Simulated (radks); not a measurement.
Coulomb parameter of the 4f shell of the erbium ion Er3+ in the model configuration [Xe] 4f9.5 6p1.5, as a second difference U = [E(n + 1) + E(n - 1) - 2 E(n)] / (1)^2 with all orbitals relaxed. "Bare": the charge of the atom changes with n. "Screened": the 6p shell takes up the change at fixed total charge, which measures U(4f,4f) + U(6p,6p) - 2 U(4f,6p). All-electron calculation, scalar-relativistic Kohn-Sham, LDA (Slater exchange, Perdew-Wang correlation), spin-unpolarised, spherical densities, finite nucleus; Fermi nuclear charge, rms radius 5.2516 fm. Program: a radial shooting solver on a logarithmic mesh with Libxc functionals.

case             configuration  E - E(n) (eV)
start         [Xe] 4f9.5 6p1.5          0.000
bare +1      [Xe] 4f10.5 6p1.5        -43.804
bare -1       [Xe] 4f8.5 6p1.5         65.361
screened +1  [Xe] 4f10.5 6p0.5        -27.103
screened -1   [Xe] 4f8.5 6p2.5         37.891

U(bare) = 21.556 eV, U(screened by 6p) = 10.788 eV, against the Slater integral F0(4f,4f) = 35.264 eV with frozen orbitals.
